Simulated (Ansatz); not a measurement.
Stepwise reaction of `CB(O[SiH3])O[SiH3]` with methanol, as a gas-phase model of exchange steps in deposition or etching. ΔE in kJ/mol.

Computed with Ansatz on PBE0-D4/def2-TZVP structures; ΔE is electronic, products minus reactants. CCSD(T)/CBS is the MP2 limit (def2-TZVPP, def2-QZVPP) plus CCSD(T) − MP2 in def2-TZVPP, frozen cores. This one scheme is used for every species. Functionals use def2-TZVPP. B3LYP here is the variant with VWN-RPA as its local correlation; programs differ in this. One conformer a species, not always the lowest.

| step | reaction | PBE-D4 | B3LYP-D4 | ωB97M-V | CCSD(T)/CBS |
| --- | --- | --- | --- | --- | --- |
| 1 | `CB(O[SiH3])O[SiH3]` + CH₃OH → `COB(C)O[SiH3]` + `O[SiH3]` | -11.1 | -7.1 | -10.2 | -10.0 |

Give the row of step 2, `COB(C)O[SiH3]` + CH₃OH → `COB(C)OC` + `O[SiH3]`. (An estimate is asked.)

The calculation gave: 
```csv
step,reaction,PBE-D4,B3LYP-D4,ωB97M-V,CCSD(T)/CBS
2,`COB(C)O[SiH3]` + CH₃OH → `COB(C)OC` + `O[SiH3]`,-0.2,2.3,-0.6,0.6
```

By hand: ΔE of the 2 steps together at CCSD(T)/CBS.

(-10.0) + (0.6) = -9.4 kJ/mol, or -4.7 kJ/mol a step.

In ΔE each step is higher than the one before. PBE-D4 differs from CCSD(T)/CBS by -1.1 to -0.8 kJ/mol a step. Isolated molecules leave out the surface, adducts and barriers. Largest T1 diagnostic: 0.012.
